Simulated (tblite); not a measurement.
Compound: C₆H₉NOSi.
Structure used (GFN2-xTB), in Å, numbered top down from 1:
```xyz
18
C6H9NOSi angstrom
N      2.3124    1.7834    1.3199
C      1.8546    0.8360    0.8683
C      1.2997   -0.3397    0.2766
C      0.7232   -0.0401   -1.1164
C     -0.7800    0.2689   -0.9724
C     -0.8648    1.5331   -0.1737
O     -0.9044    1.5303    1.0263
C     -1.3956   -0.8619   -0.1521
Si    -0.1779   -1.0643    1.3005
H      2.1122   -1.0668    0.2013
H      0.8296   -0.9225   -1.7501
H      1.2475    0.7898   -1.5975
H     -1.2388    0.3988   -1.9565
H     -0.8450    2.4772   -0.7451
H     -1.4509   -1.7665   -0.7563
H     -2.4090   -0.6085    0.1506
H     -0.4450   -0.4447    2.5836
H      0.1234   -2.4963    1.4813
```

Computed with GFN2-xTB (tblite): harmonic, unscaled wavenumbers at the GFN2-xTB geometry, gas phase. Against measured fundamentals such values can be off by several per cent, at times by over 20. Modes of hydrogen on silicon can be 10 to 20 % off. One conformer, not necessarily the lowest.

Harmonic wavenumbers (cm⁻¹): 84.8, 95.7, 118.0, 177.3, 220.3, 278.0, 309.4, 385.4, 453.0, 472.3, 495.9, 545.8, 587.2, 656.0, 692.8, 717.9, 794.2, 807.9, 825.4, 860.8, 877.4, 948.5, 964.4, 1022.9, 1046.3, 1076.8, 1104.8, 1129.1, 1174.8, 1191.8, 1247.2, 1263.1, 1302.2, 1317.4, 1350.9, 1471.4, 1482.7, 1769.2, 2189.9, 2393.2, 2399.1, 2806.9, 2946.4, 2947.8, 2963.5, 2981.1, 3000.4, 3026.0.

A = 1964, B = 1422, C = 1256 MHz; mass 139.045 u (most abundant isotopes); point group C1, symmetry number 1.

Q: Zero-point energy?

A: ½Σν̃ = 29487 cm⁻¹ = 84.31 kcal/mol.

Q: What is S at 200 K and 1 bar for an ideal gas of classical rigid rotors and harmonic oscillators?

A: Translation 38.74, rotation 27.72, vibration 14.98: S = 81.4 cal/(mol K).

Q: And Cp and H(200 K) − H(0)?

A: Cp = 27.06 cal/(mol K), of which vibrations give 19.11 (their classical limit is 48 R = 95.4); H(200 K) − H(0) = 3.36 kcal/mol without the zero-point energy, 1.77 from vibrations.

Q: Blend soft modes into free rotors: weight 1/[1 + (100 cm⁻¹/ν̃)⁴] for the oscillator and the rest for a rotor with moment μB/(μ + B), μ = h/(8π²ν), B = 10⁻⁴⁴ kg m². What vibrational entropy results?

A: 14.62 cal/(mol K) in place of 14.98, which changes −T·S at 200 K by +0.07 kcal/mol.

Q: Which modes carry the vibrational entropy at 200 K?

A: 84.8 cm⁻¹: 3.00; 95.7 cm⁻¹: 2.77; 118.0 cm⁻¹: 2.37; 177.3 cm⁻¹: 1.63; 220.3 cm⁻¹: 1.27; 278.0 cm⁻¹: 0.91 cal/(mol K); the other 42 give 3.03 together.

Q: What must be added to the electronic energy to get the Gibbs energy at 200 K and 1 bar?

A: ZPE + [H(200 K) − H(0)] − T·S = 84.31 + 3.36 − 16.29 = 71.38 kcal/mol.

Q: How do the functions run with temperature in this model?

A: 
```csv
T (K),S (cal/(mol K)),Cp (cal/(mol K)),H − H(0) (kcal/mol),G − H(0) (kcal/mol),ln q(vib)
50,57.0,11.6,0.46,-2.39,0.20
100,66.7,16.8,1.17,-5.50,1.01
298.15,94.2,37.8,6.54,-21.56,5.35
373.15,103.6,45.4,9.66,-28.98,7.15
500,118.4,56.2,16.14,-43.07,10.24
750,144.2,70.7,32.14,-76.00,16.26
1000,165.9,79.9,51.05,-114.83,21.90
```

q(vib) and H(0) count from the zero-point level.

Hindered rotation and anharmonicity are outside this model. Other conformers, if any are populated, would add a mixing term that is left out. The structure is chiral; the term R ln 2 for an equal mix with its mirror image is left out.
